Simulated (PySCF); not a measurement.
Molecule: `ClC(C(F)(Cl)Cl)(F)Cl`, C2Cl4F2.

Atoms are numbered as in `[F:1][C:2]([Cl:3])([Cl:4])[C:5]([F:6])([Cl:7])[Cl:8]`.

Geometry PBE0-D3(BJ)/def2-SVP throughout; GIAO in PySCF 2.14.0 with density-fitted response routines, gas phase, one conformer, non-relativistic; equivalent atoms averaged; functional PBE0.

Q: How do the absolute shieldings σ depend on the basis set? (ppm; last column core-seconds on shared hosts with different chips, so compare them loosely)

A: 
```
    basis set  functions  F1/F6  C2/C5  Cl3/Cl4/Cl7/Cl8  core-s
       STO-3G         56  341.1  130.2            879.2     4.6
     pcSseg-0         88  251.4   43.3            578.2     7.9
        6-31G         88  249.5   66.4            574.0     9.5
      cc-pVDZ        128  270.4   60.8            625.7      14
     def2-SVP        128  280.2   58.2            643.8      12
       6-31G*        128  268.3   66.1            599.0      16
     pcSseg-1        164  252.3   50.9            560.9      20
  aug-cc-pVDZ        200  264.0   63.9            608.1      27
6-311+G(2d,p)        248  249.0   53.4            558.0      40
      cc-pVTZ        256  254.7   52.6            598.9      43
    def2-TZVP        272  251.9   50.7            546.7      44
     IGLO-III        316  248.5   46.9            556.5      52
     pcSseg-2        316  249.9   45.6            559.4      56
```

Q: Which nucleus moves most, in ppm?

A: Cl3/Cl4/Cl7/Cl8 (chlorine bonded to C): from 546.7 ppm with def2-TZVP to 879.2 ppm with STO-3G. The smallest spread is 86.9 ppm, at C2/C5.

Q: Taking the largest basis, pcSseg-2 (316 functions), as the yardstick, rank the others by their worst heavy-atom deviation.

A: IGLO-III 2.9 ppm (316 functions), pcSseg-1 5.3 ppm (164 functions), 6-311+G(2d,p) 7.8 ppm (248 functions), def2-TZVP 12.6 ppm (272 functions), pcSseg-0 18.8 ppm (88 functions), 6-31G 20.7 ppm (88 functions), cc-pVTZ 39.5 ppm (256 functions), 6-31G* 39.7 ppm (128 functions), aug-cc-pVDZ 48.8 ppm (200 functions), cc-pVDZ 66.4 ppm (128 functions), def2-SVP 84.4 ppm (128 functions), STO-3G 319.8 ppm (56 functions).

A small basis that lands close on one nucleus may do so by chance; judge by the trend and by all nuclei.
